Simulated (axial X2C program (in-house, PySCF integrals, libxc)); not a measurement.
Levels of GaH⁺ by electron attachment to GaH²⁺ (EOM-EA-CCSD)

Calculated with an axial X2C code built on PySCF integrals: two-component X2C with atomic mean-field Coulomb and Gaunt terms, Gaussian nuclei, basis Ga dyall-acv3z, H dyall-av3z with contracted cores.

R = 1.674 Å (near the PBE0 minimum at charge 1 of the determinant lowest at the starting distance; the state shown can have its own minimum elsewhere).

Hartree–Fock spinors of GaH²⁺ (one of each Kramers pair; a window near the gap, which can cut inner shells):

| ω | occupied | ε (eV) | character |
| --- | --- | --- | --- |
| 1/2 | yes | -29.44 | 44% Ga s, 38% H s, 10% H p |
| 1/2 | no | -16.57 | 45% Ga p, 26% Ga s, 20% H s |
| 1/2 | no | -12.50 | 82% Ga p, 12% H p, 5% H d |
| 3/2 | no | -12.41 | 82% Ga p, 12% H p, 5% H d |
| 1/2 | no | -8.36 | 37% Ga d, 24% Ga p, 16% H p |
| 1/2 | no | -7.07 | 47% Ga s, 31% H s, 16% Ga d |
| 1/2 | no | -6.15 | 81% Ga d, 17% H p |

Levels of GaH⁺ obtained by attaching an electron to GaH²⁺:

```json
{"Ω": "1/2", "binding energy (eV)": "17.274", "above lowest (cm⁻¹)": "0", "attached spinor": "43% Ga pσ, 27% Ga sσ, 22% H sσ", "one-particle weight": "0.96"}
{"Ω": "1/2", "binding energy (eV)": "13.367", "above lowest (cm⁻¹)": "31511", "attached spinor": "83% Ga pπ, 12% H pπ", "one-particle weight": "0.96"}
{"Ω": "3/2", "binding energy (eV)": "13.273", "above lowest (cm⁻¹)": "32271", "attached spinor": "83% Ga pπ, 12% H pπ", "one-particle weight": "0.96"}
```

Question: Take the first Ω = 1/2 and Ω = 3/2 rows of π character: how far apart are they, and which lies lower?

Answer: E(3/2) − E(1/2) = 32271 − 31511 = 760 cm⁻¹ at EOM-EA-CCSD: regular, Ω = 1/2 lower. Splittings at this level can be off by ten to twenty per cent.

This point took 16 s on 1 thread of Intel(R) Xeon(R) Processor @ 2.30GHz, on a shared host.

Reference electrons by ω block (each with its −ω partner): 1/2: 10, 3/2: 4, 5/2: 1. 12 electrons of GaH²⁺ correlated (inner shells frozen), 92 natural virtual spinors (a truncated set); levels can be off by some tenths of an eV. Roots sought by Ω: (1/2: 5, 3/2: 4, 5/2: 2, 7/2: 1); rows need 60 % one-particle weight and stop where some Ω has no more roots. Missing are any skipped roots, higher Ω and states of a further excitation; these come out far too high here and may in truth be low or lowest. T1 of the reference 0.019 (Lee–Taylor). The reference was not checked to be the lowest state of its species. Number of frozen shells: Ga 3 s, 2 p; H none. Large amplitudes in the reference (orbital relaxation or multireference character) lower the reliability.
